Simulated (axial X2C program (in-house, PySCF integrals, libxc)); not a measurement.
Testing model relations on RhSi

A bond curve at the BP86 level, two-component, was computed with an in-house all-electron X2C program for linear molecules (integrals from PySCF) (basis Rh dyall-cv3z [12s12p8d5f3g], Si dyall-v3z [8s7p2d1f] (cores contracted in-house)) for the state Ω = 1/2 (⟨Sz⟩ = 0.50, ⟨Lz⟩ = 0.00 at BP86). Its fit gives Re = 2.0611 Å, ωe = 526.0 cm⁻¹, ωexe = 1.62 cm⁻¹ and αe = 7.708e-04 cm⁻¹; the masses are 102.9055 and 27.9769 u. Two-component means X2C with spin–orbit coupling and atomic mean-field Coulomb and Gaunt terms.

(1) Find the reduced mass, Be and the force constant.

(2) Estimate the centrifugal constant by the Kratzer relation.

(3) Where do the fundamental and the first overtone lie?

(4) The dipole moment p changes by 0.28 D/Å at Re. What harmonic infrared intensity follows?

(5) A Morse curve ties αe to the other constants (Pekeris). How well does that hold?

Occupations by symmetry block were frozen at the best pattern of an incomplete PBE0 search. Density functionals use the spin component along the axis (collinear).

## Answers

(1) From the BP86 values: μ = 21.9967 u. Be = 16.8576/(μ Re²) = 0.1804 cm⁻¹. k = 5.8918×10⁻⁷ μ ωe² = 3.59 mdyn/Å.

(2) D = 4Be³/ωe² = 8.49e-08 cm⁻¹.

(3) ν(1←0) = ωe − 2ωexe = 522.8 cm⁻¹; ν(2←0) = 2ωe − 6ωexe = 1042.3 cm⁻¹.

(4) I = 42.256 × (dp/dR)²/μ = 0.15 km/mol.

(5) αe(Morse) = 6Be²/ωe × (√(ωexe/Be) − 1) = 7.412e-04 cm⁻¹; the BP86 curve gives 7.708e-04 cm⁻¹, a ratio of 0.96.
